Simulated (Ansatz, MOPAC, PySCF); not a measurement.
Dimer: HF (SMILES F) (first 2 atoms) with C4H6 (SMILES C=CC=C); geometry from B3LYP-D3(BJ)/def2-TZVP, rigid monomers moved along the line of their centres of mass till H2···C3 is 2.91 Å.
(charge 0, multiplicity 1):
```tsv
atom	x (Å)	y (Å)	z (Å)
F	0.5360	0.0197	0.2479
H	0.6546	0.2495	1.1478
C	0.9464	1.2799	3.8564
C	0.4991	0.0881	4.2701
C	-0.8934	-0.2139	4.5507
C	-1.3212	-1.4081	4.9602
H	0.2723	2.1169	3.7155
H	1.9974	1.4584	3.6732
H	1.2061	-0.7247	4.4123
H	-1.6042	0.5949	4.4097
H	-2.3666	-1.5983	5.1610
H	-0.6345	-2.2339	5.1044
```

Interaction energies are E(AB) − E(A) − E(B) at the monomers' geometry in the complex; basis-set methods are counterpoise corrected. Rows marked so take none.

Cores are frozen in the correlated methods. Rows in 3-21G, 6-311+G**, 6-31G* carry no dispersion term and start afresh at each structure (6-31G* with six Cartesian d functions). MP2/6-31G* freezes PySCF's default core. The state that AM1, PM3 reach isn't checked.

Programs: Ansatz (a first-principles code); MOPAC for AM1, PM3 (differences of heats of formation); PySCF for 3-21G rows, 6-311+G** rows, 6-31G* rows, the dispersion terms. Each number belongs to the level named beside it.

Other levels give for the interaction energy: PBE/def2-TZVPPD -110.0; B3LYP/def2-TZVPPD -94.9; B3LYP-D3(BJ)/def2-TZVPPD -124.4; wB97M-V/def2-TZVPPD -116.4; CCSD(T)/aug-cc-pVDZ -104.1 meV.

Q: What do these common cheap choices give for the same quantity: AM1, PM3, HF/3-21G (no counterpoise), B3LYP/3-21G (no counterpoise), B3LYP/6-31G*, B3LYP/6-311+G** (no counterpoise), MP2/6-31G*, MP2/6-31G* (no counterpoise)?

A: AM1 -23.7; PM3 -37.9; HF/3-21G (no counterpoise) -136.6; B3LYP/3-21G (no counterpoise) -133.8; B3LYP/6-31G* -103.6; B3LYP/6-311+G** (no counterpoise) -110.6; MP2/6-31G* -103.3; MP2/6-31G* (no counterpoise) -132.3 meV. They span -136.6 to -23.7 meV.
